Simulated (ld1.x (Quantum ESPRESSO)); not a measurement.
**Which change was made? (In, TM)**

In, norm-conserving Troullier–Martins (Kleinman–Bylander form), made with ld1.x (Quantum ESPRESSO) 7.5 (PBE, scalar-relativistic). Core [Kr] 4d10, reference 5s1.5 5p0 (charge +1.5). Waves: 5s (bound): rc 1.90 bohr; 5p (bound, empty): rc 2.40 bohr. Local part: all-electron potential smoothed inside 1.70 bohr (lloc = -2). Core correction: a·sin(br)/r model core inside 1.75 bohr.

Cutoffs, loose and tight: the cutoffs (Ry, on a coarse ladder) from which the occupation-weighted sum of valence levels, in a spherical-Bessel basis at the reference potential, stays within 10 and 1 mRy of its value at 400 Ry. They do not see the model core or the augmentation charge, which bear on the density cutoff. Test errors are all-electron minus pseudo excitation energies from the reference, over the configurations 5s2 5p1; 5s2 5p0; 5s1 5p0; 5s1 5p1; 5s0 5p3; 5s1 5p2; 5s2 5p1.3; variants that change the core or the reference have their own tests. The largest error is taken over the tests solved by every variant that gives reliable tests at all, those not shown here included: 5s0 5p3; 5s1 5p0; 5s1 5p1.

The base gives: outcome: generated; cutoff, loose: 12 Ry; cutoff, tight: 30 Ry; bound ghosts: d; largest test error (meV): -31.

Q: After one change the result is: outcome: generated; cutoff, loose: 90 Ry; cutoff, tight: 160 Ry; bound ghosts: d; largest test error (meV): -43. Which change was it?
A. wave 5s (bound): rc 1.90 bohr becomes 5s (bound): rc 2.84 bohr
B. wave 5s (bound): rc 1.90 bohr becomes 5s (bound): rc 1.24 bohr
C. wave 5s (bound): rc 1.90 bohr becomes 5s (bound): rc 1.70 bohr
D. wave 5s (bound): rc 1.90 bohr becomes 5s (bound): rc 1.42 bohr

A: D. The others give: wave 5s (bound): rc 1.90 bohr becomes 5s (bound): rc 1.24 bohr → outcome: generated; cutoff, loose: 260 Ry; cutoff, tight: over 300 Ry; bound ghosts: s, d; largest test error (meV): +83 | wave 5s (bound): rc 1.90 bohr becomes 5s (bound): rc 2.84 bohr → outcome: generated; cutoff, loose: 8 Ry; cutoff, tight: 18 Ry; bound ghosts: d; largest test error (meV): -47 | wave 5s (bound): rc 1.90 bohr becomes 5s (bound): rc 1.70 bohr → outcome: generated; cutoff, loose: 25 Ry; cutoff, tight: 55 Ry; bound ghosts: d; largest test error (meV): -30.
